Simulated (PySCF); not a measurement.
Job file and geometry (Å, from GFN2-xTB) of an NMR shielding run on `C=C[P@H+](C)CCC#N`, [C$_{6}$H$_{11}$NP]+, GIAO PBE0/pcSseg-1 NMR shielding, non-relativistic, gas phase (PySCF 2.14.0, density-fitted response routines); density fitting, a coarse starting grid and PySCF grid level 2 are the driver's defaults:

```
{"job": {"kind": "nmr", "xc": "PBE0", "basis": "pcSseg-1"}, "charge": 1, "multiplicity": 1}
C     -1.526496    -0.942082     1.580136
C     -1.345271    -0.726797     0.283849
P     -0.356678     0.624475    -0.350364
C     -1.295982     1.575330    -1.562314
C      1.186997     0.033996    -1.133454
C      1.956110    -0.936807    -0.220110
C      1.897209    -0.447739     1.136284
N      1.757396    -0.008088     2.181561
H     -2.138416    -1.757576     1.930775
H     -1.069107    -0.324544     2.337608
H     -1.802921    -1.348632    -0.478201
H     -0.031014     1.452051     0.700338
H     -1.603738     0.924645    -2.382421
H     -0.685708     2.387948    -1.957440
H     -2.185613     1.991047    -1.088087
H      1.792463     0.919166    -1.357793
H      0.931714    -0.448784    -2.082541
H      1.511415    -1.936221    -0.241342
H      2.997838    -1.022139    -0.538576
```

Task: What does the program print?

Result: 
```
coarse grid: 16024 points
cycle   1  E = -630.4226403722  dE =  1.219e+00  |g| = 5.482e-01  |ddm| = 3.886e+00
cycle   2  E = -630.2579699791  dE =  1.647e-01  |g| = 1.025e+00  |ddm| = 1.388e+00
cycle   3  E = -630.4930059073  dE = -2.350e-01  |g| = 1.830e-01  |ddm| = 8.732e-01
cycle   4  E = -630.5002083906  dE = -7.202e-03  |g| = 4.150e-02  |ddm| = 1.637e-01
cycle   5  E = -630.5005530738  dE = -3.447e-04  |g| = 1.466e-02  |ddm| = 4.386e-02
cycle   6  E = -630.5006037435  dE = -5.067e-05  |g| = 3.620e-03  |ddm| = 1.285e-02
cycle   7  E = -630.5006071461  dE = -3.403e-06  |g| = 9.668e-04  |ddm| = 4.058e-03
final grid: 149264 points
cycle   8  E = -630.5486604829  dE = -4.065e-05  |g| = 8.480e-03  |ddm| = 3.391e-02
cycle   9  E = -630.5486588488  dE =  1.634e-06  |g| = 8.999e-03  |ddm| = 1.319e-02
cycle  10  E = -630.5486785475  dE = -1.970e-05  |g| = 7.242e-04  |ddm| = 6.795e-03
cycle  11  E = -630.5486786613  dE = -1.138e-07  |g| = 2.852e-04  |ddm| = 7.981e-04
cycle  12  E = -630.5486786811  dE = -1.981e-08  |g| = 8.856e-05  |ddm| = 2.807e-04
cycle  13  E = -630.5486786829  dE = -1.803e-09  |g| = 3.063e-05  |ddm| = 9.061e-05
cycle  14  E = -630.5486786831  dE = -1.401e-10  |g| = 1.653e-05  |ddm| = 2.976e-05
converged SCF energy = -630.5486786831

GIAO shielding tensors (ppm)
atom      isotropic    diamagn.    paramagn.     s11        s22        s33       span
  0 C       19.753     255.558    -235.806   -110.818     -0.327    170.403    281.221
  1 C       72.597     267.796    -195.199    -31.291     89.965    159.116    190.407
  2 P      328.388     972.411    -644.023    297.568    332.276    355.320     57.752
  3 C      180.169     254.530     -74.361    169.959    179.681    190.866     20.907
  4 C      164.248     258.789     -94.542    146.798    168.698    177.247     30.449
  5 C      174.060     251.585     -77.524    163.593    175.781    182.807     19.214
  6 C       64.635     267.923    -203.287    -48.612    -44.605    287.123    335.735
  7 N      -51.794     338.983    -390.777   -227.088   -210.542    282.249    509.337
  8 H       23.875      28.429      -4.554     20.402     23.723     27.499      7.096
  9 H       23.839      32.489      -8.649     18.337     24.212     28.968     10.631
 10 H       25.673      32.974      -7.301     23.168     25.861     27.990      4.822
 11 H       25.050      33.953      -8.903     20.994     24.555     29.601      8.607
 12 H       29.519      29.722      -0.203     24.787     27.209     36.561     11.774
 13 H       29.620      28.816       0.805     24.349     26.916     37.597     13.248
 14 H       29.391      28.505       0.887     24.300     26.374     37.501     13.201
 15 H       29.052      31.874      -2.822     23.759     27.640     35.758     11.998
 16 H       29.250      32.335      -3.084     24.239     27.799     35.713     11.474
 17 H       29.010      30.404      -1.394     25.343     26.285     35.403     10.060
 18 H       28.545      26.314       2.231     23.042     25.882     36.711     13.669
```

Task: Turn these shieldings into chemical shifts. Shifts are taken against calculated references (same method and geometry level): 13C (σ = 186.93 ppm), 1H (σ = 31.72 ppm) vs TMS; 31P (σ = 318.38 ppm) against H3PO4; 15N (σ = 267.73 ppm) against NH3.

Result: Averaging equivalent atoms: C 0: 167.2; C 6: 122.3; C 1: 114.3; C 4: 22.7; C 5: 12.9; C 3: 6.8; P 2: -10.0; N 7: 319.5; H 9: 7.88; H 8: 7.84; H 11: 6.67; H 10: 6.04; H 18: 3.17; H 17: 2.71; H 15: 2.66; H 16: 2.47; H 12/13/14: 2.21 ppm. Experimental scales use liquid or dissolved standards, which lie at an offset from isolated NH3 (liquid NH3: subtract about 20 ppm) and H3PO4. Unscaled 15N shifts of sp2 nitrogen come out 20 to 40 ppm too high even then.

Size and cost of the density-fitted run: 198 basis functions, 37 s wall time on 1 thread of an Arm Neoverse V1, shared host.
